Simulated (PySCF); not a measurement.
# TDDFT excited states: C4H12BNSi

Species: C4H12BNSi.
InChI=1S/C4H12BNSi/c5-7-6-4-2-1-3-4/h4,6H,1-3,5,7H2

Method used: TDDFT B3LYP/def2-SVPD, vertical, gas phase, core orbitals frozen in the response (PySCF 2.14.0, density-fitted response routines). Geometry: GFN2-xTB, one conformer, isolated molecule. Torsions of this conformer, `[BH2:1][SiH2:2][NH:3][CH:4]1[CH2:5][CH2:6][CH2:7]1`: B1–Si2–N3–C4 -178°, Si2–N3–C4–C5 -93°.

```csv
state,E (eV),λ (nm),f,"main configurations (H = HOMO, L = LUMO)"
S1,2.76,449.3,0.0086,H→L (100%)
S2,4.26,291.1,0.0019,"H-1→L (78%), H-2→L (15%)"
S3,5.10,242.9,0.0043,"H-2→L (56%), H-1→L (19%), H-3→L (15%)"
S4,5.36,231.2,0.020,"H-3→L (59%), H-2→L (27%)"
S5,5.51,225.1,0.0004,"H-4→L (38%), H-6→L (34%), H-3→L (21%)"
S6,5.59,221.8,0.010,H→L+1 (94%)
S7,5.86,211.7,0.0085,"H-4→L (47%), H-6→L (27%), H-5→L (23%)"
S8,5.94,208.8,0.054,"H-5→L (66%), H-6→L (29%)"
```

Triplets, Tamm–Dancoff:

```csv
state,E (eV),λ (nm),"main configurations (H = HOMO, L = LUMO)"
T1,2.58,479.7,H→L (97%)
T2,3.48,356.3,"H-1→L (63%), H-2→L (23%)"
T3,4.79,258.7,"H-6→L (55%), H-4→L (16%), H-3→L (8%)"
```

The lowest singlet comes at 449 nm (266 kJ/mol) in the visible; it is weak; its leading configuration is HOMO→LUMO (100%). The strongest level in the table is S8 at 5.94 eV (209 nm, f = 0.054). It is the last of those listed, so stronger ones may follow. Löwdin shares by element: HOMO nitrogen 52%, carbon 18% or more, silicon 9% (atoms not listed hold the other 21%); LUMO boron 56%, hydrogen 19% or more, silicon 18%. The oscillator strengths of these states sum to 0.108; summed over the whole spectrum of an exact calculation they would give the number of electrons, 62 (Thomas–Reiche–Kuhn). Weighted by f, the mean energy of these states is 5.47 eV. Orbital energies (eV): HOMO-3 -8.62, HOMO-2 -8.53, HOMO-1 -8.09, HOMO -6.23, LUMO -2.65, LUMO+1 0.36, LUMO+2 0.61. S1 lies in the visible range (380 to 750 nm), at 449 nm, f = 0.0086; light of that wavelength is blue, and its complementary colour is yellow; a Tamm–Dancoff triplet lies at 480 nm, without intensity as long as spin–orbit coupling is left out. Only the lowest 8 singlets were computed, as vertical energies without vibronic structure.
